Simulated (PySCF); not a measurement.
Tetrachlorosilane, SiCl4.
Cartesian coordinates in Å at the GFN2-xTB level; atoms count from 1:
```
atom  x, y, z in Å
Cl1    0.7047   -1.2964    1.3679
Si2    0.0018    0.0007   -0.0034
Cl3   -0.9577    1.5073    0.9275
Cl4    1.5370    0.7432   -1.0753
Cl5   -1.2771   -0.9520   -1.2339
```

Level of theory: TDDFT CAM-B3LYP/def2-SVPD, vertical, gas phase, core orbitals frozen in the response (PySCF).

Ground-to-excited transition dipoles (e·a0, same axes as the geometry; the sign carries no meaning), for the states with f of 0.002 or more among the lowest 8:

| state | E (eV) | μx | μy | μz |
| --- | --- | --- | --- | --- |
| S6 | 8.637 | -0.534 | 0.163 | -0.545 |
| S7 | 8.637 | -0.180 | -0.758 | -0.050 |
| S8 | 8.638 | 0.540 | -0.091 | -0.556 |

Question: Work out the oscillator strengths.

Answer: f = (2/3) ΔE |μ|² with ΔE in hartree (27.2114 eV).

```tsv
state	|μ|² (au)	|μ| (D)	f
S6	0.609	1.98	0.129
S7	0.610	1.98	0.129
S8	0.610	1.98	0.129
```

Question: The point group is Td. Which irreducible representation does each state belong to?

Answer: The ground state is totally symmetric, so the direction of μ fixes the label. Every allowed level is T2, three states with equal energy: S6/S7/S8.

Question: How is the summed strength of these states shared among x, y and z?

Answer: (2/3) Σ ΔE μα² gives 0.129 for x, 0.129 for y and 0.129 for z, 0.387 in all.

Question: What peak molar absorption coefficient would the strongest computed level give as a lone Gaussian band 0.4 eV wide at half height?

Answer: ε(max) = 2.175×10⁸ f / FWHM, with the width in cm⁻¹. S6/S7/S8 (f summed): 2.175×10⁸ × 0.3868 / 3226 ≈ 26000 L mol⁻¹ cm⁻¹.

S6/S7/S8 coincide within about 0.01 eV; within a degenerate level the directions of the single components are arbitrary.

The run took 11 s on Arm Neoverse V2, one thread (shared host).
